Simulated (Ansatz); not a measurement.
Job for Ansatz (an electronic-structure program): U-wB97X-V/cc-pVTZ on CH6BN (SMILES BNC), a point of a bond scan (R = 1.074 Å).

Ansatz 0.2 input:
```yaml
crystal:
  periodic: [false, false, false]
  atoms:
    - {symbol: B, position_ang: [-0.17377685, 0.16935935, 1.35984899]}
    - {symbol: H, position_ang: [-0.95934117, 0.48092741, 2.02227502]}
    - {symbol: H, position_ang: [0.90496525, -0.15002550, 1.76046960]}
    - {symbol: N, position_ang: [-0.42136335, 0.13750334, -0.00246435]}
    - {symbol: C, position_ang: [0.50465876, -0.25211116, -1.05318898]}
    - {symbol: H, position_ang: [-1.33200836, 0.40682345, -0.34423305]}
    - {symbol: H, position_ang: [0.67789059, 0.56736518, -1.75577805]}
    - {symbol: H, position_ang: [0.12956168, -1.11043727, -1.61689155]}
    - {symbol: H, position_ang: [1.45669201, -0.52592512, -0.60230554]}
basis:
  gaussian:
    orbitals: cc-pVTZ
hamiltonian:
  xc: {name: wB97X-V}
magnetization: {spin_polarized: true, initial_magnetization: 0}
```

Output:

```
WARN ansatz: RAYON_NUM_THREADS=1 ignored (pool sized by the plan → 1); use --threads N
Functional definition: wB97X-V
integrals: 0.09 GiB planned
911 factors; their error is unknown
integrals: 0.12 GiB planned
231 factors; integrals over basis functions are off by at most 1.5e-5 eV
mean field: 1.06 GiB planned
mean field evaluation 1: about -3298.7777 eV, gradient 2.7e1 eV
mean field evaluation 2: about -3299.5690 eV, gradient 2.4e1 eV
mean field evaluation 4: about -3301.8277 eV, gradient 8.2e-1 eV
mean field evaluation 8: about -3301.8253 eV, gradient 2.2e-1 eV
mean field evaluation 16: about -3301.8254 eV, gradient 7.7e-5 eV
mean field -3301.82537130 eV, -121.3398443378 hartree, gradient 7.7e-5 eV, S^2 0.000000; 0 other end points of the search recorded, 0 dependent functions left out
reference -3301.82536942 eV, -121.3398442685 hartree; 12, 12 occupied and 162, 162 virtual orbitals, 911 factors
Total energy: -3301.82536942 eV, -121.3398442685 hartree
```

Self-consistency was reached.

Cost: about 9 core-seconds (a rough figure).
